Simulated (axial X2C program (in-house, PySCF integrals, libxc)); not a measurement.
**SnH: nuclear properties from DFT to coupled cluster**

Computed with an in-house all-electron X2C program for linear molecules (integrals from PySCF): two-component X2C with atomic mean-field Coulomb and Gaunt terms, Gaussian nuclei, basis Sn dyall-acv3z, H dyall-av3z with contracted cores.

R = 1.780 Å (near the PBE0 minimum at charge 0 of the determinant lowest at the starting distance; the state shown can have its own minimum elsewhere); state Ω = 1/2 (⟨Sz⟩ = -0.50, ⟨Lz⟩ = 1.00 at PBE0).

```csv
level,Eeff magnitude (GV/cm),Ws magnitude Sn (kHz),A∥/gI Sn (MHz),qzz Sn (a.u.),A∥/gI H (MHz),μ (D)
PBE0,0.472,0.56,2560,-5.09,12.4,-0.52
HF,0.154,0.135,2300,-5.15,14.3,-0.42
B3LYP,0.859,0.998,2470,-4.99,10.4,-0.63
```

Eeff is the effective electric field on the electron electric dipole moment in this Ω state and Ws the scalar–pseudoscalar constant of the nucleus named (defined with the proton number Z and per Ω); A∥ (defined per Ω) follows by multiplying with gI = μI/(I μN); qzz is the electric field gradient, eQq0 = 234.96 MHz × Q/barn × qzz; μ is positive if the H end (last atom) is positive. The operators were transformed with the bare-nucleus X2C matrices; with these basis sets, hyperfine constants and field gradients can be off by tens of per cent, and where levels differ in sign neither size nor sign is settled.

Finite-field MP2, CCSD and CCSD(T), with 15 electrons correlated in 130 natural virtual spinors (MP2 remainder added):

| level | Eeff magnitude (GV/cm) | Ws magnitude Sn (kHz) | A∥/gI Sn (MHz) | qzz Sn (a.u.) | A∥/gI H (MHz) | μ (D) |
| --- | --- | --- | --- | --- | --- | --- |
| MP2 | 1.15 | 1.36 | 2480 | -4.90 | 17.9 | -0.70 |
| CCSD | 0.954 | 1.14 | 2170 | -4.90 | 12.3 | -0.56 |
| CCSD(T) | 1.06 | 1.26 | 2140 | -4.87 | 12.5 | -0.56 |

T1 = 0.014 (Lee–Taylor). One unrestricted determinant, the lowest of a limited PBE0 search, is the reference; the functionals treat spin collinearly. The sign of Eeff is opposite to CCSD(T) at HF. Eeff spreads by more than a factor of two over the levels. Correlation of the inner shells is missing, which matters for properties at the nucleus. Number of frozen shells: Sn 4 s, 3 p, 1 d; H none.

**Question.** By how much does correlation change each value, CCSD(T) against HF?

**Answer.** A∥/gI Sn -7 %; qzz Sn -5 %; A∥/gI H -13 %; μ 33 %.
